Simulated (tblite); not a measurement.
Start geometry of `[O]C(=O)c1ccsc1` [radical] from a force field or distance geometry (Å):
```
atom  x, y, z in Å
O1     2.7986    0.5760    0.0859
C2     1.7963   -0.3812   -0.1450
O3     2.0810   -1.5783   -0.4359
C4     0.3826    0.0044   -0.0189
C5    -0.6883   -0.8336   -0.1891
C6    -1.8803   -0.1576   -0.0055
S7    -1.6573    1.4889    0.4013
C8     0.0105    1.2793    0.3224
H9    -0.6033   -1.8801   -0.4593
H10   -2.8432   -0.6560   -0.1039
H11    0.6088    2.1408    0.5220
```

Task: What comes out of this run: GFN2-xTB geometry optimisation, gas phase in tblite?

Result: 
```
atom  x, y, z in Å
O1     2.6545    0.5423    0.0759
C2     1.9389   -0.4014   -0.1438
O3     1.9833   -1.5681   -0.4353
C4     0.3861    0.0565    0.0037
C5    -0.6847   -0.8427   -0.1982
C6    -1.8720   -0.2152   -0.0167
S7    -1.6799    1.4484    0.3956
C8     0.0283    1.3219    0.3270
H9    -0.5511   -1.8749   -0.4592
H10   -2.8570   -0.6285   -0.0993
H11    0.6590    2.1644    0.5242
```

The energy falls by 119.3 kJ/mol over 23 L-BFGS steps, the largest force on an atom goes from 6.50 to 0.007 eV/Å, and the atoms move by 0.080 Å rms after alignment. The bond that changes most is O1–C2 (ends: oxygen bonded to C; carbon bonded to C and 2 O), which shortens by 0.200 Å. Bonds longer at the end by more than 0.005 Å: 4 of 11; shorter: 6. Among the angles that change most is O1–C2–O3, from 121.5° to 141.4°. Rotational constants go from 4454, 1198, 944.1 to 4515, 1229, 965.9 MHz. The orientation of the end geometry is arbitrary; only internal coordinates are fixed.

GFN2-xTB frequencies show an imaginary mode (24i cm⁻¹), so the point is no minimum at that level.

The numbers are calculated, not measured.
